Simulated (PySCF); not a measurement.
## Converging TeC in the basis (PBE0)

PySCF, UKS reference; singlet, unpaired electrons none; De to Te + C without counterpoise correction.

| basis | relativity | functions | Re (Å) | ωe (cm⁻¹) | De (eV) | μ (D) |
| --- | --- | --- | --- | --- | --- | --- |
| cc-pVDZ-PP/cc-pVDZ | scalar-relativistic core potentials | 37 | 1.895 | 897 | 4.58 | -2.48 |
| x2c-SVPall | spin-free X2C | 50 | 1.885 | 913 | 4.68 | -2.63 |
| aug-cc-pVDZ-PP/aug-cc-pVDZ | scalar-relativistic core potentials | 55 | 1.893 | 898 | 4.63 | -2.56 |
| cc-pVTZ-PP/cc-pVTZ | scalar-relativistic core potentials | 69 | 1.888 | 906 | 4.67 | -2.52 |
| def2-TZVPP | scalar-relativistic core potentials | 81 | 1.882 | 906 | 4.70 | -2.59 |

Task: How does each smaller set differ from the one with most functions, def2-TZVPP?

Result: cc-pVDZ-PP/cc-pVDZ: +1.3 pm, -1.0 % in ωe, -0.12 eV in De; x2c-SVPall: +0.3 pm, +0.8 % in ωe, -0.02 eV in De; aug-cc-pVDZ-PP/aug-cc-pVDZ: +1.1 pm, -0.9 % in ωe, -0.07 eV in De; cc-pVTZ-PP/cc-pVTZ: +0.6 pm, +0.0 % in ωe, -0.03 eV in De. All at PBE0; the set with most functions is neither the basis-set limit nor always the best. The rows treat relativity differently, so the differences are not basis effects alone.

A positive dipole means Te(−)C(+). Spin–orbit coupling is left out, which matters for elements this heavy, above all for dissociation energies.
